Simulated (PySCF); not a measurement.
A ladder of Hamiltonians for Lu(61+) (lutetium, charge +61)

Occupied: 1s1/2, 2s1/2, 2p1/2, 2p3/2. Hartree-Fock calculated with PySCF 2.14 in an uncontracted even-tempered set (19 s from 14 bohr⁻², ratio 2.3; 15 p from 17 bohr⁻², ratio 2.3), Gaussian nucleus throughout. NR is non-relativistic, sf-X2C the spin-free one-electron X2C Hamiltonian, X2C adds the bare one-electron spin-orbit term, X2C-SNSO screens it by Boettger's factors, DC is four-component Dirac-Coulomb, and the Gaunt term is added at first order (total energies over the DC spinors, levels after relaxing the spinors in that mean field). QED terms are absent. Levels marked empty are virtual spinors of this ion.

```tsv
level (eV)	NR	sf-X2C	X2C	X2C-SNSO
1s1/2	-64066.7	-68884.7	-68871.4	-68872.2
2s1/2	-14473.0	-15858.2	-15855.0	-15855.2
2p1/2	-14106.3	-14583.3	-15436.1	-15408.1
2p3/2	-14106.3	-14583.3	-14236.5	-14245.8
3s1/2 (empty)	-6022.0	-6459.6	-6459.1	-6459.1
3p1/2 (empty)	-5897.1	-6089.9	-6316.7	-6309.3
3p3/2 (empty)	-5897.1	-6089.9	-5996.5	-5999.0
```

**Question.** Where do the four-component calculations put these levels?

**Answer.** 1s1/2: DC -68948.5, DC+Gaunt -68742.8; 2s1/2: DC -15865.9, DC+Gaunt -15843.5; 2p1/2: DC -15415.5, DC+Gaunt -15376.2; 2p3/2: DC -14253.2, DC+Gaunt -14226.9; 3s1/2 (empty): DC -6461.7, DC+Gaunt -6455.7; 3p1/2 (empty): DC -6311.2, DC+Gaunt -6301.0; 3p3/2 (empty): DC -6000.5, DC+Gaunt -5993.8 (eV).

```tsv
Hamiltonian	E (hartree)	E − E(DC) (hartree)	CPU seconds
NR	-9474.4503	629.3525	0.66
sf-X2C	-10087.6928	16.1100	0.59
X2C	-10099.9593	3.8434	0.56
X2C-SNSO	-10099.2305	4.5723	0.53
DC	-10103.8028	0.0000	19
DC+Gaunt	-10091.3948	12.4079	30
```

Weight of the small component: 1s1/2 0.0712, 2s1/2 0.0166, 2p1/2 0.0165, 2p3/2 0.0151, 3s1/2 0.00652, 3p1/2 0.00646, 3p3/2 0.00611.

Koopmans' value for the highest occupied level at DC+Gaunt: 14226.9 eV, against an ionisation energy of 14228 ± 12 eV (theoretical estimate listed by NIST; NIST Atomic Spectra Database, ionization energies); the former lacks relaxation, correlation, QED and recoil.

The whole ladder took 56 s of wall time on 1 thread of Intel(R) Xeon(R) Platinum 8375C CPU @ 2.90GHz (shared host), launched as `OMP_NUM_THREADS=1 python relrun2.py TASK.json OUT` (a driver that calls PySCF for each Hamiltonian).

Dirac-Coulomb iterations, started from the X2C spinors:

```
with_ssss True, with_gaunt False, with_breit False
light speed = 137.03599967994
init E= -10036.1097587505
cycle= 1 E= -10103.8010721626  delta_E= -67.7  |g|= 2.85  |ddm|= 0.109
cycle= 2 E= -10103.8027694605  delta_E= -0.0017  |g|= 0.0339  |ddm|= 0.00366
cycle= 3 E= -10103.802770794  delta_E= -1.33e-06  |g|= 0.000926  |ddm|= 0.000142
cycle= 4 E= -10103.8027707951  delta_E= -1.06e-09  |g|= 4.73e-06  |ddm|= 3.36e-06
```
